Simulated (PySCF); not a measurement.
## GaH2(OMe): computed shieldings and shifts

GaH2(OMe), CH5GaO, point group Cs.

Geometry (Å), atoms numbered from 1 in this order:
```xyz
8

Ga    0.5773    1.3077    0.7355
H     2.0482    0.7985    0.5550
H     0.0288    2.6065    1.3958
O    -0.7054    0.2499    0.0906
C    -0.5177   -0.9722   -0.5522
H    -0.9308   -0.9397   -1.5770
H    -1.0470   -1.7789   -0.0132
H     0.5466   -1.2719   -0.6344
```

GIAO calculations in PySCF 2.14 on the PBE0-D3(BJ)/def2-SVP structure: isolated species, non-relativistic, equivalent atoms averaged; basis pcSseg-1 (pcSseg-2 on Ga).

**Question.** Give the isotropic shieldings (ppm) with B3LYP, PBE, PBE0.

**Answer.** 
```
             atoms                       environment  B3LYP    PBE   PBE0
               Ga1               Ga bonded to O, 2 H   1309   1264   1339
                O4            oxygen bonded to C, Ga  181.1  156.7  201.6
                C5           carbon bonded to O, 3 H  118.2  117.2  124.6
             H2/H3      hydrogen on a Ga bonded to O  25.88  25.41  25.80
          H6/H7/H8  hydrogen on a carbon bonded to O  27.20  26.84  27.15
HOMO–LUMO gap (eV)                                 –   6.07   4.40   6.58
```

**Question.** And the chemical shifts, against references computed in the same way?

**Answer.** 
```json
{"atoms": "Ga1", "nucleus, reference": "⁷¹Ga, [Ga(H2O)6]3+", "B3LYP": "490", "PBE": "483", "PBE0": "478"}
{"atoms": "O4", "nucleus, reference": "¹⁷O, H2O", "B3LYP": "153.0", "PBE": "177.9", "PBE0": "133.0"}
{"atoms": "C5", "nucleus, reference": "¹³C, TMS", "B3LYP": "61.1", "PBE": "62.8", "PBE0": "59.8"}
{"atoms": "H2/H3", "nucleus, reference": "¹H, TMS", "B3LYP": "5.51", "PBE": "5.78", "PBE0": "5.47"}
{"atoms": "H6/H7/H8", "nucleus, reference": "¹H, TMS", "B3LYP": "4.18", "PBE": "4.36", "PBE0": "4.11"}
```

**Question.** Which part of the shielding of Ga1 depends on the functional?

**Answer.** Diamagnetic: B3LYP 2641, PBE 2641, PBE0 2641 ppm; paramagnetic: B3LYP -1332, PBE -1377, PBE0 -1302 ppm. The diamagnetic part, set mainly by inner electrons, hardly moves; the paramagnetic part goes with low-lying magnetically allowed excitations and carries the spread.

**Question.** What couplings does PBE/pcJ-1 (pcSseg-1 on Ga) give?

**Answer.** ¹J(C5,H6) = 131.8, ¹J(O4,C5) = 25.4, ²J(H2,H3) = 72.5, ²J(H2,O4) = -9.9, ²J(H6,H7) = -9.8, ²J(O4,H6) = -5.7, ³J(H2,C5) = 3.7 Hz (averaged over equivalent pairs; isotopes ¹³C, ¹H, ¹⁷O).

Relativistic effects, spin–orbit coupling among them, are left out; they matter for Ga and for the light atoms bonded to it. Experimental scales use liquid or dissolved standards, which lie at an offset from isolated H2O (liquid H2O: subtract about 36 ppm).
